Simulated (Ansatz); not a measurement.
Ideal-gas functions of `[NH2][GeH]1[O][SiH2]1` at 600 K and 1 bar, from an Ansatz frequency run at PBE0-D4/def2-TZVP.

Molar mass 135.74 g/mol, point group C1 (symmetry number 1), electronic degeneracy 1, moments of inertia 54.144, 207.443, 211.772 u Å². Harmonic wavenumbers (cm⁻¹, unscaled): 134, 176, 217, 333, 404, 423, 450, 611, 654, 693, 729, 789, 898, 916, 982, 1573, 2155, 2211, 2221, 3599, 3705.

Use S(trans) = R[1.5 ln M + 2.5 ln T − 1.1517]; rotational temperatures θ = 24.2544 K / I; S(rot) = R[ln(√π/σ · √(T³/θAθBθC)) + 1.5]; for each mode x = 1.438777 ν̃/T, S = R[x/(eˣ − 1) − ln(1 − e⁻ˣ)] and H = RT x/(eˣ − 1); 1 cm⁻¹ = 0.0119627 kJ/mol; R = 8.31446 J/(mol·K).

Question: By hand: the entropy, in J/(mol·K).

Answer: Translation 184.6. Rotation: θ = 0.448, 0.1169, 0.1145 K, giving 118.3. Vibration, mode by mode: 17.79, 15.55, 13.84, 10.40, 8.90, 8.54, 8.07, 5.84, 5.38, 4.99, 4.65, 4.15, 3.38, 3.26, 2.88, 0.93, 0.29, 0.26, 0.26, 0.01, 0.01, in all 119.4. Electronic 0.0. Sum 422.3 J/(mol·K).

Question: By hand: H − E and G − E in kJ/mol, counted from the electronic energy.

Answer: Zero-point energy ½ × 23873 × 0.0119627 = 142.8; thermal vibration 38.5; translation, rotation and pV give 4 RT = 20.0. H − E = 201.3 kJ/mol, and G − E = 201.3 − 600 × 422.3/1000 = -52.1 kJ/mol.

Vibration gives 28 % of the entropy, 17.8 J/(mol·K) of it from the mode under 150 cm⁻¹: soft modes count most, and the harmonic formula is weakest for them. The sum counts one conformer and one mirror image; others add a mixing term.
